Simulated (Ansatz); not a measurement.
Start from `FBC(F)Cl` and change one atom or group to get `C[SiH2]C(F)BF`.

Ansatz, PBE0-D4/def2-TZVP geometries, multiplicity 1. Each molecule was computed in one conformer, which needn't be the lowest.

```csv
property,`FBC(F)Cl`
HOMO energy (PBE/def2-TZVPP) / eV,-7.31
size of the dipole moment (ωB97M-V/def2-TZVPP) / D,0.94
HOMO–LUMO gap (PBE/def2-TZVPP) / eV,4.92
HOMO–LUMO gap (B3LYP/def2-TZVPP) / eV,6.95
HOMO–LUMO gap (ωB97M-V/def2-TZVPP) / eV,11.75
size of the dipole moment (B3LYP/def2-TZVPP) / D,0.89
```

Q: Give the same properties after the change, and the shifts. (Estimate.)

A: Computed: 
| property | `C[SiH2]C(F)BF` | shift |
| --- | --- | --- |
| HOMO energy (PBE/def2-TZVPP) / eV | -6.84 | 0.47 |
| size of the dipole moment (ωB97M-V/def2-TZVPP) / D | 1.80 | 0.86 |
| HOMO–LUMO gap (PBE/def2-TZVPP) / eV | 4.91 | -0.01 |
| HOMO–LUMO gap (B3LYP/def2-TZVPP) / eV | 6.90 | -0.05 |
| HOMO–LUMO gap (ωB97M-V/def2-TZVPP) / eV | 11.56 | -0.19 |
| size of the dipole moment (B3LYP/def2-TZVPP) / D | 1.78 | 0.89 |

With PBE0 the HOMO rises by 0.49 eV and the LUMO rises by 0.42 eV, so the gap narrows by about 0.07 eV. PBE moves the HOMO by 0.47 eV and ωB97M-V by 0.51 eV. Dipoles are sizes alone; their direction can turn.

B3LYP here is the variant with VWN-RPA as its local correlation; programs differ in this.
